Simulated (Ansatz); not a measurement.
```xyz
7

Si   -0.6922   -0.6212    0.6529
Sn    1.3907    0.4215   -0.4852
Cl    0.7688    0.6368   -2.7471
H    -0.4012   -0.7888    2.1006
H    -0.9274   -1.9464    0.0293
H    -1.8826    0.2501    0.4716
H     1.7439    2.0479   -0.0221
```

The species carries charge 0 and has multiplicity 2. Sn: def2 effective core potential.

Q: List the ωB97M-V/def2-TZVPP orbital energies in eV (Ansatz). (An estimate is asked.)

A: The calculation gave: α occupied: -2771.32, -1807.53, -261.69, -199.17, -199.06, -199.04, -148.62, -143.50, -102.77, -102.71, -102.71, -98.11, -98.07, -97.95, -31.74, -31.63, -31.59, -31.53, -31.51, -24.78, -18.55, -16.32, -12.77, -12.74, -12.05, -11.58, -11.36, -10.30, -8.21. α empty: 0.64, 1.16, 1.77, 2.56, 2.65, 3.19, 3.54, 3.86. β occupied: -2771.31, -1807.52, -261.68, -199.14, -199.03, -199.02, -148.60, -143.45, -102.72, -102.70, -102.70, -98.06, -98.00, -97.94, -31.66, -31.53, -31.51, -31.45, -31.43, -24.69, -18.36, -15.76, -12.73, -12.61, -11.87, -11.41, -11.13, -10.02. β empty: -1.87, 0.76, 1.24, 1.98, 2.60, 2.69, 3.19, 3.71. ⟨S²⟩ = 0.753.
